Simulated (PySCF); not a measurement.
H7Ge3, SMILES [GeH2][GeH2][GeH3], doublet (CAM-B3LYP/def2-SVP optimised geometry):

```
10

Ge     0.461    -1.062     0.000
Ge    -0.473     1.172     0.000
Ge     0.150     2.440    -1.980
H     -0.024    -1.911    -1.195
H      2.005    -1.062     0.000
H     -2.005     1.066     0.081
H      0.015     1.911     1.258
H     -0.469     3.847    -1.946
H     -0.342     1.715    -3.241
H      1.678     2.575    -2.055
```

Computed with PySCF with unrestricted CAM-B3LYP/def2-TZVP.

### Question
What are the frontier orbital energies (α orbitals alone; a β orbital can be the lowest empty one) and the dipole moment?

### Answer
HOMO-2 -9.89 eV, HOMO-1 -9.60 eV, HOMO -7.15 eV, LUMO 0.97 eV, LUMO+1 1.28 eV; dipole moment 0.21 D.

Meta-Löwdin charges at CAM-B3LYP/def2-TZVP: Ge1 0.07, Ge2 0.10, Ge3 0.16, H4 -0.04, H5 -0.04, H6 -0.04, H7 -0.04, H8 -0.05, H9 -0.05, H10 -0.05.
